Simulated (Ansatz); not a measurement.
# A cut through the energy surface

SnH2SF (SMILES [F][SnH][SH]), doublet, at its PBE0-D4/def2-TZVP minimum:

```
atom    x (Å)    y (Å)    z (Å)
  F1  -1.0987  -0.0107   1.5048
 Sn2  -0.2699  -0.8829  -0.0090
  S3   1.3294   0.7382  -0.8013
  H4  -1.5372  -1.0369  -1.1895
  H5   1.6265   1.1186   0.4537
```

The bond length Sn2–H4 (1.739 Å at the minimum) is set to the values below, with the rest relaxed at PBE0-D4/def2-TZVP at each step. Each method's energies count from its own value at the PBE0-D4 minimum structure. 3 of 9 computed points, where the reference changed state or T1 grew large, are left out. Computed with Ansatz 0.2.0 (basis: def2-TZVPP); correlated methods freeze the cores; orbitals are unrestricted. Filled d shells of the heavier atoms are correlated. Core potentials replace the inner electrons of the atoms past krypton. The def2 sets are not built for correlating such inner shells, so the correlated values are less sure here.

CCSD(T) energies along the scan:
| bond length (Å) | CCSD(T) (eV) |
| --- | --- |
| 1.426 | 0.841 |
| 1.499 | 0.421 |
| 1.606 | 0.092 |
| 1.732 | -0.001 |
| 1.871 | 0.107 |
| 2.020 | 0.339 |
They count from the CCSD(T) energy at the PBE0-D4 minimum.

Minimum and curvature along this coordinate at CCSD(T): A fifth-order fit through the nearest points gives 1.720 Å, with a curvature of about 12 eV/Å².

Largest difference from the CCSD(T) curve over the scan: r2SCAN-D4 0.082; PBE0-D4 0.066; wB97M-V 0.023; HF 0.047 eV. Each curve counts from its own value at the minimum.

The T1 diagnostic stays at or below 0.020. ⟨S²⟩ of the unrestricted Hartree–Fock references: 0.76 to 0.80 (a pure state has 0.75). The unrestricted reference is spin-contaminated, which hurts MP2 most.

For scale, one of the runs: CCSD(T)/def2-TZVPP, 151 basis functions (an equivalent command: `ansatz run in.yaml --threads 4`). Hardware: 4 CPU threads, shared host. Wall time 27 s; peak host memory 2.9 GiB.
